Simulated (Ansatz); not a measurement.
Consider the atomization: `[F][In-]([F])([F])[SH2+]` → 3 F• + 2 H• + In• + S•.

Calculated with Ansatz (gas phase, PBE0-D4/def2-TZVP geometries, no zero-point term in ΔE). CCSD(T)/CBS adds triple-zeta CCSD(T) − MP2 to the extrapolated MP2 energy (def2 sets, frozen cores). This one scheme is used for every species, atoms too. DFT in def2-TZVPP. B3LYP here is the variant with VWN-RPA as its local correlation; programs differ in this. No spin–orbit coupling; open shells (•) take unrestricted orbitals. Spin–orbit coupling would lower the free atoms: a little for F, S; strongly for In. def2 core potentials past Kr. For In outer-core shells are correlated without core-valence functions, so the limit isn't a true one: a few kJ/mol of doubt a bond, and 10 to 20 or more in all where bonds break to atoms. Each species was taken in one conformer, which may not be the lowest.

`[F][In-]([F])([F])[SH2+]`:

Cartesian coordinates in Å:
```
F 0.470 -1.627 -2.078
In 0.147 -1.032 -0.268
F 1.642 -0.918 0.973
F -1.621 -1.274 0.509
S -0.130 1.629 -0.323
H 0.710 1.712 0.727
H -1.218 1.509 0.461
```

| level | ΔE (kJ/mol) |
| --- | --- |
| BLYP-D4 | 2059.4 |
| r2SCAN | 2074.2 |
| B3LYP | 2006.4 |
| CCSD/CBS(def2) | 2055.7 |

(1) What does CCSD(T)/CBS give? (Estimate.)

Largest T1 diagnostic among the species: 0.016.

Results:

(1) Computed: +2102.8 kJ/mol. The listed levels differ from it by -43.4, -28.6, -96.4, -47.1 kJ/mol.

In def2-TZVPP, CCSD(T) changes the Hartree–Fock value by +631.3 kJ/mol (the triples alone add +47.1 kJ/mol) and MP2 by +707.3 kJ/mol; breaking electron pairs costs correlation energy, which Hartree–Fock lacks. At CCSD(T), def2-SVP lies −193.5 kJ/mol from the extrapolated value and def2-TZVPP −92.4 kJ/mol: correlation converges slowly with the basis, and small sets miss more of it in the bonded molecule than in its fragments. From r2SCAN to r2SCAN0 (25 % exact exchange), in def2-TZVPP and without D4, ΔE moves by −84.5 kJ/mol: exact exchange takes away binding that semilocal exchange gives to molecules.

For atomizations the MP2-based limit and the directly extrapolated one differ by several kJ/mol either way, and by 10 to 25 for some Ge, Se and Sn compounds, so smaller differences from it don't rank the levels.
